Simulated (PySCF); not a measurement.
Radial density of Be+ (beryllium, charge +1)

M06-L, [He] 2s1, 2S determinant. Calculation: PySCF 2.14, in cc-pVTZ-DK; scalar relativity by spin-free X2C-1e.

| r (bohr) | 4πr²ρ (e/bohr) | 4πr²(ρα − ρβ) |
| --- | --- | --- |
| 0.00547 | 0.01282 | 0.0003 |
| 0.00920 | 0.03519 | 0.0008 |
| 0.0155 | 0.09395 | 0.0021 |
| 0.0260 | 0.2437 | 0.0055 |
| 0.0438 | 0.5975 | 0.0134 |
| 0.0736 | 1.335 | 0.0297 |
| 0.124 | 2.547 | 0.0549 |
| 0.208 | 3.761 | 0.0732 |
| 0.350 | 3.655 | 0.0464 |
| 0.589 | 1.805 | -0.0011 |
| 0.991 | 0.4469 | 0.1462 |
| 1.67 | 0.4717 | 0.4640 |
| 2.80 | 0.3026 | 0.3026 |
| 4.72 | 0.02421 | 0.0242 |
| 7.93 | 1.843e-05 | 0.0000 |

Densities and radii are taken from the X2C orbitals without a picture-change correction, which distorts them close to the nucleus.
